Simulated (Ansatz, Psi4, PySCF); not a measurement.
triplet methylene (CH2), triplet, geometry from GFN2-xTB. Base run: WB97X-V/def2-SVP run with PySCF.

PySCF was given this input:
```python
from pyscf import gto, scf, dft

mol = gto.M(
    atom='''
C     0.00386916    0.00066529    0.10150064
H     0.00046091    0.97908788   -0.31139250
H    -0.02367585   -0.98307960   -0.29761136
''',
    basis='def2-svp',
    spin=2,
    verbose=4,
)

mf = dft.UKS(mol)
mf.xc = 'wb97x_v'
mf.kernel()
```

The same geometry, method and basis name were run in Ansatz (a program for electronic structure) and Psi4 and PySCF, at each program's defaults and at the settings that a row names. The base is PySCF at its defaults. Differences at the defaults can come from grids, fitting, cores and function types together.

```
code and settings                                                                             ΔE vs base (mEh)  basis functions     E (Eh)  SCF cycles  dipole (D)
--------------------------------------------------------------------------------------------  ----------------  ---------------  ---------  ----------  ----------
PySCF, defaults (exact integrals, its default grid, spherical functions)                                 0.000               24  -39.10102           9        0.65
Psi4, defaults (density fitting with its default set, its default grid, spherical functions)            -0.010               24  -39.10103           7        0.65
Ansatz, defaults (factorised integrals, its default grid, spherical functions)                           0.000               24  -39.10102           -           -
PySCF, density fitting with def2-universal-jkfit                                                        -0.012               24  -39.10103           9        0.65
PySCF, fine grid                                                                                         0.000               24  -39.10102           9        0.65
Psi4, exact integrals, spherical functions, fine grid                                                    0.000               24  -39.10102          10        0.65
Ansatz, high accuracy                                                                                    0.000               24  -39.10102           -           -
```

Open shells are given as the SCF converged; they aren't shown to be the lowest states, and a large step between rows can be another state.
